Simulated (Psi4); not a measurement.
C4H10Zn, triplet, at a GFN2-xTB geometry (such geometries of metal compounds can be far from the true shape) (a higher spin typed on purpose: for a closed-shell molecule this is an excited state); Psi4 with BLYP/6-31G*.

Here is a job for Psi4.
```
memory 2 GB

molecule {
0 3
Zn   -0.37528979    0.18243967    0.99339466
C     1.69930461   -0.68589563   -0.02525953
C     1.52989648   -2.16325062   -0.19280947
H     2.43563050   -0.40861454    0.72142499
H     1.83102170   -0.14668714   -0.95367365
H     0.73111761   -2.39310900   -0.89637408
H     1.31002125   -2.64887367    0.75799703
H     2.44888771   -2.61766265   -0.58457780
C    -1.18070437    0.43394040   -1.32714972
C    -0.78886695    1.80282015   -1.78750946
H    -2.24946250    0.30148551   -1.19762412
H    -0.73181495   -0.36987472   -1.89486316
H     0.29386078    1.91129168   -1.83095053
H    -1.19244613    2.57397888   -1.13126329
H    -1.17590079    1.99918975   -2.79556629
}

set {
  basis 6-31g*
  reference uks
  scf_type pk
  puream true
  d_convergence 1e-8
  dft_radial_points 99
  dft_spherical_points 590
}

energy('blyp')
print_variables()
```

Output, abridged:

```
   => Loading Basis Set <=

    Name: 6-31G*
    Role: ORBITAL
    Keyword: BASIS

         ---------------------------------------------------------
                                   SCF
               by Justin Turney, Rob Parrish, Andy Simmonett
                          and Daniel G. A. Smith
                              UKS Reference
         ---------------------------------------------------------

  ==> Geometry <==

    Molecular point group: c1
    Full point group: C1

    Geometry (in Angstrom), charge = 0, multiplicity = 3:

       Center              X                  Y                   Z               Mass
    ------------   -----------------  -----------------  -----------------  -----------------
         ZN          -0.333107738725     0.161935740181     0.881664289858    63.929142010000
         C            1.741486661275    -0.706399559819    -0.136989900142    12.000000000000
         C            1.572078531275    -2.183754549819    -0.304539840142    12.000000000000
         H            2.477812551275    -0.429118469819     0.609694619858     1.007825032230
         H            1.873203751275    -0.167191069819    -1.065404020142     1.007825032230
         H            0.773299661275    -2.413612929819    -1.008104450142     1.007825032230
         H            1.352203301275    -2.669377599819     0.646266659858     1.007825032230
         H            2.491069761275    -2.638166579819    -0.696308170142     1.007825032230
         C           -1.138522318725     0.413436470181    -1.438880090142    12.000000000000
         C           -0.746684898725     1.782316220181    -1.899239830142    12.000000000000
         H           -2.207280448725     0.280981580181    -1.309354490142     1.007825032230
         H           -0.689632898725    -0.390378649819    -2.006593530142     1.007825032230
         H            0.336042831275     1.890787750181    -1.942680900142     1.007825032230
         H           -1.150264078725     2.553474950181    -1.242993660142     1.007825032230
         H           -1.133718738725     1.978685820181    -2.907296660142     1.007825032230

  Running in c1 symmetry.

  Rotational constants: A =      0.10669  B =      0.06137  C =      0.04494 [cm^-1]
  Rotational constants: A =   3198.41255  B =   1839.69735  C =   1347.24223 [MHz]
  Nuclear repulsion =  295.433295898164147

  Charge       = 0
  Multiplicity = 3
  Electrons    = 64
  Nalpha       = 33
  Nbeta        = 31

  ==> Algorithm <==

[...]
      Ntotal   =   63.9999945274 ; deviation = -5.473e-06

   @Spin Contamination Metric:   8.118246518E-03
   @S^2 Expected:                2.000000000E+00
   @S^2 Observed:                2.008118247E+00
   @S   Expected:                1.000000000E+00
   @S   Observed:                1.000000000E+00

    Orbital Energies [Eh]
    ---------------------

    Alpha Occupied:

[...]
    Alpha Virtual:

[...]
    Beta Occupied:

[...]
      31A     -0.209612

    Beta Virtual:

[...]
     110A      2.556660

    Final Occupation by Irrep:
              A
    DOCC [    31 ]
    SOCC [     2 ]
    NA   [    33 ]
    NB   [    31 ]

  @UKS Final Energy: -1937.34223814054235

   => Energetics <=

    Nuclear Repulsion Energy =            295.4332958981641468
    One-Electron Energy =               -3281.9909717738255495
    Two-Electron Energy =                1145.7479584371503734
    DFT Exchange-Correlation Energy =     -96.5325207020312632
    Empirical Dispersion Energy =           0.0000000000000000
    VV10 Nonlocal Energy =                  0.0000000000000000
    Total Energy =                      -1937.3422381405423494

  UHF NO Occupations:
  HONO-2 :   31  A 1.9972298
  HONO-1 :   32  A 1.0000000
  HONO-0 :   33  A 1.0000000
  LUNO+0 :   34  A 0.0027702
  LUNO+1 :   35  A 0.0003463
  LUNO+2 :   36  A 0.0002413
  LUNO+3 :   37  A 0.0001538

Computation Completed

Properties will be evaluated at   0.000000,   0.000000,   0.000000 [a0]

Properties computed using the SCF density matrix

 Multipole Moments:

 ------------------------------------------------------------------------------------
     Multipole            Electronic (a.u.)      Nuclear  (a.u.)        Total (a.u.)
 ------------------------------------------------------------------------------------

 L = 1.  Multiply by 2.5417464519 to convert [e a0] to [Debye]
 Dipole X            :         -4.8677677            5.1016017            0.2338341
 Dipole Y            :          2.3664604           -2.4797960           -0.1133356
 Dipole Z            :         12.8949947          -13.5129475           -0.6179528
 Magnitude           :                                                    0.6703648

 ------------------------------------------------------------------------------------

  Variable Map:
  ----------------------------------------------------------------------------
[...]
  Array Variable Map:
  ----------------------------------------------------------------------------
[...]
[...]
```
